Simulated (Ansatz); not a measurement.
`[NH]=[W](=[NH])([NH2])[Cl]` at its PBE0-D4/def2-TZVP geometry, where that method's forces vanish. Charge 0, multiplicity 1. W takes the def2 core potential.

```xyz
9

N    -1.0325   -1.3611   -0.4330
W    -0.3058    0.0224    0.3493
N    -0.7561    1.5474   -0.3762
N     1.6141   -0.1555    0.1291
Cl   -0.9396    0.0394    2.5615
H    -1.6247   -1.8476   -1.0874
H    -1.2451    2.1592   -1.0105
H     2.2235    0.6275   -0.0506
H     2.0662   -1.0317   -0.0820
```

(1) What forces (eV/Å) does B3LYP-D4/def2-TZVPP give on these atoms in Ansatz 0.2.0? (An estimate is asked.)

Results:

(1) Ansatz gave: 
```
N1  -0.201 -0.393 -0.203
W2   0.064 -0.007  0.095
N3  -0.124  0.429 -0.188
N4   0.270 -0.025 -0.029
Cl5 -0.084  0.002  0.322
H6   0.002  0.007  0.002
H7   0.002 -0.006  0.002
H8   0.034 -0.019  0.000
H9   0.037  0.012  0.000
```

B3LYP here is the variant with VWN-RPA as its local correlation; programs differ in this.
